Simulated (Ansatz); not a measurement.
Molecule: ZnS (charge 0, singlet). SMILES: [S]=[Zn]
Geometry from a B3LYP-D3(BJ)/def2-TZVP (Ansatz, a program for electronic structure) optimisation:
```xyz
2

Zn     0.0000     0.0000    -0.7229
S      0.0000     0.0000     1.3554
```
Charge 0, spin multiplicity 1.

Wanted: atomisation energy, in kcal/mol. Terms: LANL2DZ with its own core potentials from Na on; no spin-orbit coupling; atomisation electronic, to ground-state atoms; non-relativistic; UHF or UKS for open shells. Ab initio and DFT rows: single points at B3LYP-D3(BJ) geometries (Ansatz).

```
species   coefficient  E at B3LYP/LANL2DZ (Ansatz), Eh  E at PBE/def2-TZVPD (Ansatz), Eh
--------  -----------  -------------------------------  --------------------------------
[S]=[Zn]           -1                        -75.66103                       -2177.12986
S atom             +1                        -10.03845                        -397.93910
Zn atom            +1                        -65.59581                       -1779.12990
```

 1 Eh = 627.5095 kcal/mol.

Q: Work the quantity out at each level.

A: 
- B3LYP/LANL2DZ: the sum of coefficient times E is 0.02677 Eh, or 16.80 kcal/mol. Result: 16.8 kcal/mol.
- PBE/def2-TZVPD: the sum of coefficient times E is 0.06086 Eh, or 38.19 kcal/mol. Result: 38.2 kcal/mol.
